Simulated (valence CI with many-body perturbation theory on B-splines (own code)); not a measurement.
Nb²⁸⁺ in three bases

Calculated by relativistic CI+MBPT: three valence electrons over a frozen Dirac-Fock core [Ne], a basis of 9 s, 9 p, 8 d, 6 f, 3 g, 1 h functions for each j, with the one-electron correlation potential Σ1, the two-electron term Σ2, the three-electron term Σ3, Breit, model QED; selected CI, second order for the rest, scaled by the run's own slope (own B-spline code, finite nucleus).

The last digits are not significant, and no measured levels were compared; by estimate large intervals hold to a few tenths of a per cent, small ones and those within an open d or f shell to about a per cent.

The reference run has the lowest level 3s2 3p 2P°_1/2 and an ionisation energy of 1501.47 eV. Its largest variational space holds 8713 state functions.

Names give the largest LS component (configuration and term), which can be under half, so a name can repeat, a term be missing and a line seem to break the LS rules; names also repeat where a configuration has a term twice.

Changed runs:
A. basis 6 s, 6 p, 5 d, 3 f, 1 g
B. basis 5 s, 5 p, 4 d, 2 f

Excitation energies of the reference run in cm⁻¹, and shifts in cm⁻¹:

```tsv
Level	Reference	A	B
3s2 3p 2P°_3/2	181969	-8.5	-18
3s 3p2 4P_1/2	517898	-77	-253
3s 3p2 4P_3/2	629768	-126	-394
3s 3p2 4P_5/2	682225	-71	-221
3s 3p2 2D_3/2	772649	+33	+98
3s 3p2 2P_1/2	848172	+122	+392
3s 3p2 2D_5/2	855254	-31	-109
3s 3p2 2P_3/2	1023890	+152	+471
3s 3p2 2S_1/2	1030870	+162	+500
3s2 3d 2D_3/2	1090880	+267	+897
3s2 3d 2D_5/2	1105430	+305	+982
3p3 2D°_3/2	1339230	-11	-79
Ionisation energy (eV)	1501.47	-0.016	-0.049
```
